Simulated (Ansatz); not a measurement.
Geometry optimisation of `C[SiH](C)[SiH2]F`.

```yaml
crystal:
  periodic: [false, false, false]
  atoms:
    - {symbol: C, position_ang: [-1.260400, 0.553897, 1.260267]}
    - {symbol: Si, position_ang: [0.346457, 0.373074, 0.271502]}
    - {symbol: C, position_ang: [1.281343, -1.211598, 0.731048]}
    - {symbol: Si, position_ang: [-0.194346, 0.355003, -2.019770]}
    - {symbol: F, position_ang: [-1.129315, 1.680543, -2.339276]}
    - {symbol: H, position_ang: [-1.816143, 1.455204, 0.931449]}
    - {symbol: H, position_ang: [-1.918527, -0.326845, 1.112454]}
    - {symbol: H, position_ang: [-1.052566, 0.651885, 2.345772]}
    - {symbol: H, position_ang: [1.230695, 1.569793, 0.529542]}
    - {symbol: H, position_ang: [0.668313, -2.112685, 0.524936]}
    - {symbol: H, position_ang: [1.531795, -1.209913, 1.812152]}
    - {symbol: H, position_ang: [2.229552, -1.302802, 0.163532]}
    - {symbol: H, position_ang: [1.009756, 0.406390, -2.927615]}
    - {symbol: H, position_ang: [-1.000315, -0.868045, -2.388393]}
basis:
  gaussian: {orbitals: def2-TZVP}
hamiltonian: {xc: pbe0, dispersion: d4}
relax: {f_tol: 0.005, max_steps: 150}
```

```sh
$ ansatz run in.yaml --threads 4 --pin off --events-out ev --progress --plain --max-ram 10444MiB
```

Output, abridged:

```
Functional definition: PBE0
  name "PBE0"
  cite "Adamo & Barone, J. Chem. Phys. 110, 6158 (1999) doi:10.1063/1.478522"
  cite "Perdew, Burke & Ernzerhof, Phys. Rev. Lett. 77, 3865 (1996) doi:10.1103/PhysRevLett.77.3865"
  parent pbe
  parameter a = 0.25
  parameter kappa = 0.804
  parameter beta = 0.06672455060314922
  exchange = (1 - a)*pbe_x(kappa = kappa, mu = beta*pi^2/3) + a*exact_x
  correlation = pbe_c(beta = beta)
mean field -20685.59633109 eV, -760.1816439670 hartree, gradient 1.3e-5 eV, S^2 0.000000; 0 other end points of the search recorded, 0 dependent functions left out
the calculation of the forces begins
relax step   1: F+E_penalty+E_count = -20685.85157991 eV  Δ(F+E_penalty+E_count) = +0.000e0 eV  max|allowed force component| = 9.663e-1 eV/Å  Δτ_max = 0.0000 Å  (28 SCF iters, accepted)
these checks for a lower state are left out or cut short: starts, cluster_reference, orbital_swaps, neighbouring_geometries, increment
mean field -20685.65317262 eV, -760.1837328544 hartree, gradient 7.5e-6 eV, S^2 0.000000; 0 other end points of the search recorded, 0 dependent functions left out
the calculation of the forces begins
relax step   2: F+E_penalty+E_count = -20685.90901227 eV  Δ(F+E_penalty+E_count) = -5.743e-2 eV  max|allowed force component| = 5.711e-1 eV/Å  Δτ_max = 0.0531 Å  (31 SCF iters, accepted)
these checks for a lower state are left out or cut short: starts, cluster_reference, orbital_swaps, neighbouring_geometries, increment
mean field -20685.66404803 eV, -760.1841325186 hartree, gradient 6.4e-6 eV, S^2 0.000000; 0 other end points of the search recorded, 0 dependent functions left out
the calculation of the forces begins
relax step   3: F+E_penalty+E_count = -20685.92097200 eV  Δ(F+E_penalty+E_count) = -1.196e-2 eV  max|allowed force component| = 2.370e-1 eV/Å  Δτ_max = 0.0357 Å  (31 SCF iters, accepted)
these checks for a lower state are left out or cut short: starts, cluster_reference, orbital_swaps, neighbouring_geometries, increment
mean field -20685.66658257 eV, -760.1842256611 hartree, gradient 6.9e-6 eV, S^2 0.000000; 0 other end points of the search recorded, 0 dependent functions left out
the calculation of the forces begins
relax step   4: F+E_penalty+E_count = -20685.92298049 eV  Δ(F+E_penalty+E_count) = -2.008e-3 eV  max|allowed force component| = 3.440e-2 eV/Å  Δτ_max = 0.0384 Å  (31 SCF iters, accepted)
these checks for a lower state are left out or cut short: starts, cluster_reference, orbital_swaps, neighbouring_geometries, increment
mean field -20685.66765059 eV, -760.1842649102 hartree, gradient 6.5e-6 eV, S^2 0.000000; 0 other end points of the search recorded, 0 dependent functions left out
the calculation of the forces begins
relax step   5: F+E_penalty+E_count = -20685.92385939 eV  Δ(F+E_penalty+E_count) = -8.789e-4 eV  max|allowed force component| = 1.698e-2 eV/Å  Δτ_max = 0.0312 Å  (31 SCF iters, accepted)
these checks for a lower state are left out or cut short: starts, cluster_reference, orbital_swaps, neighbouring_geometries, increment
mean field -20685.66765694 eV, -760.1842651433 hartree, gradient 6.5e-6 eV, S^2 0.000000; 0 other end points of the search recorded, 0 dependent functions left out
the calculation of the forces begins
relax step   6: F+E_penalty+E_count = -20685.92399577 eV  Δ(F+E_penalty+E_count) = -1.364e-4 eV  max|allowed force component| = 1.533e-2 eV/Å  Δτ_max = 0.0179 Å  (32 SCF iters, accepted)
these checks for a lower state are left out or cut short: starts, cluster_reference, orbital_swaps, neighbouring_geometries, increment
mean field -20685.66772153 eV, -760.1842675169 hartree, gradient 6.5e-6 eV, S^2 0.000000; 0 other end points of the search recorded, 0 dependent functions left out
the calculation of the forces begins
relax step   7: F+E_penalty+E_count = -20685.92404910 eV  Δ(F+E_penalty+E_count) = -5.333e-5 eV  max|allowed force component| = 5.316e-3 eV/Å  Δτ_max = 0.0065 Å  (32 SCF iters, accepted)
these checks for a lower state are left out or cut short: starts, cluster_reference, orbital_swaps, neighbouring_geometries, increment
mean field -20685.66773304 eV, -760.1842679402 hartree, gradient 1.1e-5 eV, S^2 0.000000; 0 other end points of the search recorded, 0 dependent functions left out
the calculation of the forces begins
relax step   8: F+E_penalty+E_count = -20685.92405625 eV  Δ(F+E_penalty+E_count) = -7.149e-6 eV  max|allowed force component| = 1.321e-3 eV/Å  Δτ_max = 0.0032 Å  (24 SCF iters, accepted)
these checks for a lower state are left out or cut short: starts, cluster_reference, orbital_swaps, neighbouring_geometries, increment
mean field -20685.66775315 eV, -760.1842686792 hartree, gradient 6.5e-6 eV, S^2 0.000000; 0 other end points of the search recorded, 0 dependent functions left out
the calculation of the forces begins
relax step   9: F+E_penalty+E_count = -20685.92406237 eV  Δ(F+E_penalty+E_count) = -6.115e-6 eV  max|allowed force component| = 1.687e-3 eV/Å  Δτ_max = 0.0067 Å  (32 SCF iters, accepted)
mean field -20685.66775315 eV, -760.1842686792 hartree, gradient 2.0e-5 eV, S^2 0.000000; 1 other end points of the search recorded, 0 dependent functions left out
the calculation of the forces begins
Total energy: -20685.92409854 eV, -760.1936891985 hartree
Atom 0 at    -1.254001     0.542118     1.282332 Å, force    -0.000499    -0.000123     0.000838 eV/Å
Atom 1 at     0.319771     0.384951     0.274314 Å, force    -0.000382     0.000086    -0.001687 eV/Å
Atom 2 at     1.260617    -1.180657     0.709976 Å, force     0.000219    -0.000572     0.001061 eV/Å
Atom 3 at    -0.189098     0.347248    -2.016123 Å, force     0.001134    -0.001065    -0.000144 eV/Å
Atom 4 at    -1.054637     1.646794    -2.414747 Å, force    -0.000531     0.000970    -0.000775 eV/Å
Atom 5 at    -1.800476     1.449175     1.015111 Å, force     0.000413     0.000051     0.000076 eV/Å
Atom 6 at    -1.913907    -0.312217     1.112617 Å, force     0.000808    -0.000195     0.000042 eV/Å
Atom 7 at    -1.024608     0.586574     2.350163 Å, force    -0.000401     0.000042    -0.000491 eV/Å
Atom 8 at     1.191342     1.569599     0.530269 Å, force    -0.000055    -0.000208     0.000036 eV/Å
Atom 9 at     0.657535    -2.069820     0.510050 Å, force    -0.000041     0.000460     0.000620 eV/Å
Atom 10 at     1.523143    -1.183872     1.771110 Å, force     0.000497    -0.001173    -0.000168 eV/Å
Atom 11 at     2.186045    -1.262697     0.135499 Å, force    -0.000336     0.000976     0.000335 eV/Å
Atom 12 at     1.028460     0.344004    -2.873790 Å, force    -0.000670     0.000080     0.000155 eV/Å
Atom 13 at    -1.003886    -0.847298    -2.379180 Å, force    -0.000155     0.000671     0.000103 eV/Å
Dipole moment:     0.110070    -0.301467     0.323152 e Å
```

Run time 27 s (4 threads of an Intel Xeon 6975P-C on a shared host); peak host memory 0.65 GiB.
